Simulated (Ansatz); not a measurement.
H3O (SMILES [OH3+]), charge 1, multiplicity 1, relaxed at each level with Ansatz (a program for electronic structure); harmonic frequencies from differences of analytic forces, average atomic masses, frozen cores.

```tsv
level	harmonic frequencies (cm⁻¹)	ZPE (eV)	cost over HF/def2-TZVPP (rough)
HF/def2-TZVPP	826 1793 1793 3843 3942 3942	1.000	×1
r2SCAN/def2-TZVPP	830 1681 1681 3584 3676 3676	0.938	×0.9
PBE0/def2-TZVPP	823 1680 1680 3622 3714 3714	0.944	×0.9
wB97X-V/def2-TZVPP	818 1679 1679 3613 3702 3702	0.942	×2
CCSD(T)/cc-pVDZ	999 1694 1694 3594 3711 3711	0.955	×0.7
CCSD(T)/cc-pVQZ	892 1699 1699 3607 3706 3706	0.949	-
```
